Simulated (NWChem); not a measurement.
Molecule: CHClFNOSi; SMILES [Si@@H](Cl)(F)N=C=O

```xyz
7

O      0.3564    -3.3266     0.2388
C      0.1093    -2.2046     0.0584
N     -0.1469    -1.0471    -0.1277
Si    -0.4609     0.5924    -0.4240
F     -1.7071     1.0390     0.4906
Cl     1.1568     1.7086     0.1261
H     -0.7962     0.8260    -1.8384
```
Atoms are numbered in this order, from 1.

Computed with NWChem. Pople sets run with spherical d functions. The geometry was optimised at PBE0/def2-SVP. Atomic charges in e: unrestrained fits to the electrostatic potential beside Mulliken populations; buried atoms are poorly determined by the fit.

Question: What does the run give for Hartree-Fock/6-31G*? Quantities: ESP O1; Mulliken O1; ESP C2; Mulliken C2; ESP N3; Mulliken N3; ESP Si4; Mulliken Si4; ESP F5; Mulliken F5; relative RMS misfit of the potential (%).

Answer: 
```
Item                                      Value
----------------------------------------  -----
ESP O1                                    -0.45
Mulliken O1                               -0.47
ESP C2                                     0.80
Mulliken C2                                0.84
ESP N3                                    -0.62
Mulliken N3                               -0.71
ESP Si4                                    1.00
Mulliken Si4                               1.29
ESP F5                                    -0.33
Mulliken F5                               -0.51
relative RMS misfit of the potential (%)     25
```
